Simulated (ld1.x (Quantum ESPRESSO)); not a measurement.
## Logarithmic derivatives: Ti, ultrasoft

* Element: Ti
* Generator: ld1.x (Quantum ESPRESSO) 7.5
* Type: ultrasoft
* Functional: revPBE
* Relativity: scalar-relativistic
* Frozen core: [Ne] 3s2
* Valence charge: 10
* Reference configuration: 3p6 3d1 4s0 4p0 (charge +3)
* Partial waves: 4s (bound, empty): rcut 1.95, rcutus 2.40 bohr; 4s channel at -0.65 Ry: rcut 1.95, rcutus 2.40 bohr; 3p (bound): rcut 1.70, rcutus 1.85 bohr; 4p (bound, empty): rcut 1.70, rcutus 1.85 bohr; 3d (bound): rcut 1.35, rcutus 1.60 bohr; 3d channel at -2.15 Ry: rcut 1.35, rcutus 1.60 bohr
* Local potential: all-electron potential smoothed inside 1.35 bohr (lloc = -1)
* Core correction: a·sin(br)/r model core inside 1.25 bohr
* Augmentation charge: built from norm-conserving waves at rcut, not smoothed further

The phase is arctan(r·u′/u) with u = r·R(r), unwrapped; energies in Ry, scanned from -7 to 5 Ry. A pole is an energy at which the radial function vanishes at the test radius. The pseudo phase is shifted by a multiple of π to meet the all-electron one at the reference energy, and phase errors are pseudo minus all-electron; the curves can meet again beyond the range given. Levels narrower than the energy grid can be missing from the lists of poles. Where the grid stepped over a known ghost or core level, its pole and its step of π were put in at the level’s energy.

**Question.** For each channel, where are the poles, and over which energies does the pseudopotential scatter like the atom?

**Answer.**

```tsv
channel	radius (bohr)	reference energy (Ry)	poles, all-electron	poles, pseudo	unbroken range about the reference energy with phases within 0.05 rad	phase error 1 Ry above the reference energy (rad)
s	2.59	-1.95	-6.99, -6.96, 0.34	0.34	-6.8 to 3.0	-0.000
p	2.59	-1.54	-5.16, 1.26	-5.16, -4.53, 1.09	not even at the reference energy	+0.699
d	2.59	-2.54	-2.37, 2.59	-2.37, 2.59	the whole range	-0.000
```

Note: ghost state, extra bound levels that the all-electron valence spectrum of the same l lacks: s at -107.4 eV (p not tested). A true bound ghost makes a file unfit for plane-wave use. Its overlap operator is not positive definite in a basis up to 400 Ry (lowest eigenvalue p -1.53), so the file is unfit for use: the generalised eigenproblem breaks down once the basis is large enough, and its test numbers describe a broken file.

Phases in the d channel:

```json
{"E (Ry)": "-7.00", "all-electron": "1.401", "pseudo": "1.401"}
{"E (Ry)": "-6.48", "all-electron": "1.392", "pseudo": "1.392"}
{"E (Ry)": "-5.96", "all-electron": "1.381", "pseudo": "1.381"}
{"E (Ry)": "-5.44", "all-electron": "1.367", "pseudo": "1.367"}
{"E (Ry)": "-4.92", "all-electron": "1.349", "pseudo": "1.349"}
{"E (Ry)": "-4.40", "all-electron": "1.325", "pseudo": "1.325"}
{"E (Ry)": "-3.88", "all-electron": "1.288", "pseudo": "1.288"}
{"E (Ry)": "-3.36", "all-electron": "1.215", "pseudo": "1.215"}
{"E (Ry)": "-2.84", "all-electron": "0.864", "pseudo": "0.863"}
{"E (Ry)": "-2.32", "all-electron": "-1.612", "pseudo": "-1.612"}
{"E (Ry)": "-1.80", "all-electron": "-1.822", "pseudo": "-1.822"}
{"E (Ry)": "-1.28", "all-electron": "-1.961", "pseudo": "-1.961"}
{"E (Ry)": "-0.76", "all-electron": "-2.197", "pseudo": "-2.198"}
{"E (Ry)": "-0.24", "all-electron": "-2.850", "pseudo": "-2.852"}
{"E (Ry)": "0.28", "all-electron": "-3.932", "pseudo": "-3.934"}
{"E (Ry)": "0.80", "all-electron": "-4.371", "pseudo": "-4.372"}
{"E (Ry)": "1.32", "all-electron": "-4.540", "pseudo": "-4.541"}
{"E (Ry)": "1.84", "all-electron": "-4.630", "pseudo": "-4.631"}
{"E (Ry)": "2.36", "all-electron": "-4.690", "pseudo": "-4.691"}
{"E (Ry)": "2.88", "all-electron": "-4.737", "pseudo": "-4.738"}
{"E (Ry)": "3.40", "all-electron": "-4.780", "pseudo": "-4.783"}
{"E (Ry)": "3.92", "all-electron": "-4.827", "pseudo": "-4.831"}
{"E (Ry)": "4.44", "all-electron": "-4.885", "pseudo": "-4.895"}
{"E (Ry)": "4.96", "all-electron": "-4.973", "pseudo": "-5.003"}
```
